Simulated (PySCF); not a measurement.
Highest harmonic wavenumber (cm⁻¹) of eight silicon and germanium compounds: PBE-D3(BJ) beside ωB97X-D3(BJ), computed with PySCF for isolated molecules in the bases named; differences from unrounded values. The eight are the first of their class met in an unordered collection, after screening for sound electronic states; none was chosen by its value. Each level has its own optimised geometry.

```tsv
molecule	basis	ωB97X-D3(BJ)	PBE-D3(BJ)	difference
C3H7FOSi, SMILES C=CC[Si@H](O)F	def2-SVP	3940	3768	-172
CH7ClOSi2, SMILES C[SiH2][Si@@H](O)Cl	def2-SVP	3919	3741	-178
Cl4H2Si2, SMILES Cl[SiH2][Si](Cl)(Cl)Cl	def2-SVP	2293	2188	-104
C₃H₇NOSi, SMILES C1C=CO[SiH2]N1	def2-SVP	3680	3551	-129
H11NSi4, SMILES [SiH2](N[SiH3])[SiH2][SiH3]	def2-SVP	3621	3492	-129
GeCl4, SMILES [Cl][Ge]([Cl])([Cl])[Cl]	def2-SVP	484	445	-39
CH3FO3Si, SMILES F[Si@@H](OC=O)O	def2-SVP	3826	3507	-320
CH7F2NSi2, SMILES [SiH2](N)[Si](F)(F)C	def2-SVP	3698	3559	-139
```

PBE-D3(BJ) lies below ωB97X-D3(BJ) in 8 and above it in 0 of the eight; the mean signed difference is -151 and the largest -320 cm⁻¹.
